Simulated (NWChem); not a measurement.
Species: C₃H₇O₂, doublet; SMILES CC(O)[CH]O

```xyz
12

C     -0.7535     1.4488    -0.4070
C     -0.0012     0.5045     0.5475
O      1.3746     0.3722     0.1416
C     -0.5378    -0.8982     0.5457
O     -0.1500    -1.6923    -0.4964
H     -0.3006     2.4509    -0.4168
H     -1.7972     1.5628    -0.0945
H     -0.7401     1.0437    -1.4245
H     -0.0560     0.9125     1.5692
H      1.6763     1.2307    -0.1915
H     -1.5439    -1.1062     0.8972
H      0.7274    -1.3505    -0.7586
```
Atoms are numbered in this order, from 1.

Computed with NWChem. Spin-unrestricted. Geometry: optimised at B3LYP/6-31G* (spherical d), spin-unrestricted. No stability test was run on the SCF state. Level: M06-2X/def2-SVP with SMD (1 M gas to 1 M solution), gas-phase geometry. Reactions with the solvent are ignored.

| solvent | dielectric constant | solvation free energy (kcal/mol) | cavity-dispersion-structure term (kcal/mol) | dipole in solution (D) |
|---|---|---|---|---|
| water | 78.4 | -6.7 | 3.5 | 3.83 |
| 1-propanol | 20.5 | -7.8 | 1.3 | 3.74 |
| 2-propanol | 19.3 | -7.8 | 0.8 | 3.71 |
| diethyl ether | 4.24 | -5.7 | -2.0 | 3.37 |
